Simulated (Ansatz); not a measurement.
tetraphenylgermane, `c1cc[c]([Ge]([c]2ccccc2)([c]2ccccc2)[c]2ccccc2)cc1`. The state is a singlet with charge 0. Geometry PBE-D4/def2-SVP.

```xyz
45

C     1.553   -2.489    3.787
C     2.046   -1.197    3.544
C     1.577   -0.461    2.443
C     0.611   -1.007    1.570
Ge    0.000    0.000    0.000
C     1.276   -0.233   -1.473
C     0.875   -0.024   -2.810
C     1.796   -0.149   -3.863
C     3.131   -0.488   -3.592
C     3.542   -0.703   -2.266
C     2.619   -0.578   -1.215
C    -0.128    1.901    0.473
C    -0.584    2.294    1.749
C    -0.717    3.653    2.076
C    -0.393    4.638    1.129
C     0.067    4.260   -0.143
C     0.200    2.900   -0.467
C    -1.758   -0.661   -0.569
C    -1.865   -1.810   -1.382
C    -3.123   -2.308   -1.757
C    -4.292   -1.661   -1.325
C    -4.199   -0.515   -0.519
C    -2.940   -0.018   -0.146
C     0.121   -2.305    1.829
C     0.589   -3.042    2.928
H     1.919   -3.065    4.650
H     2.798   -0.757    4.218
H     1.962    0.557    2.269
H    -0.174    0.231   -3.036
H     1.469    0.016   -4.902
H     3.853   -0.588   -4.417
H     4.587   -0.973   -2.050
H     2.949   -0.757   -0.179
H    -0.831    1.529    2.504
H    -1.073    3.946    3.076
H    -0.495    5.704    1.385
H     0.327    5.029   -0.886
H     0.569    2.614   -1.465
H    -0.954   -2.319   -1.737
H    -3.192   -3.204   -2.394
H    -5.279   -2.050   -1.620
H    -5.114   -0.002   -0.183
H    -2.877    0.888    0.478
H    -0.643   -2.744    1.167
H     0.197   -4.053    3.119
```

The 6-31G sets use Cartesian d functions. Single mean-field runs in def2-SVP, def2-TZVP are fitted with def2-universal-jkfit. The restricted singlet is unstable towards broken spin symmetry in Hartree–Fock (as tested in another run); at HF/6-31G this wasn't settled.

Estimate the orbital energies around the gap (eV) in Ansatz with HF/6-31G, PBE-D4/def2-SVP, revPBE-D4/def2-TZVP, r2SCAN-D4/def2-TZVP, r2SCANh-D4/def2-TZVP.


```
orbital  HF/6-31G  PBE-D4/def2-SVP  revPBE-D4/def2-TZVP  r2SCAN-D4/def2-TZVP  r2SCANh-D4/def2-TZVP
 HOMO−5     -9.09            -6.27                -6.26                -6.51                 -6.89
 HOMO−4     -8.97            -6.18                -6.16                -6.42                 -6.79
 HOMO−3     -8.97            -6.18                -6.16                -6.42                 -6.78
 HOMO−2     -8.88            -6.12                -6.10                -6.35                 -6.72
 HOMO−1     -8.88            -6.05                -6.03                -6.28                 -6.66
   HOMO     -8.85            -6.05                -6.03                -6.28                 -6.66
   LUMO      3.17            -1.49                -1.52                -1.48                 -1.18
 LUMO+1      3.40            -1.32                -1.34                -1.28                 -0.96
 LUMO+2      3.40            -1.32                -1.34                -1.28                 -0.96
 LUMO+3      3.73            -1.17                -1.22                -1.14                 -0.81
 LUMO+4      3.73            -1.17                -1.20                -1.12                 -0.79
 LUMO+5      3.96            -1.03                -1.06                -0.97                 -0.63
```
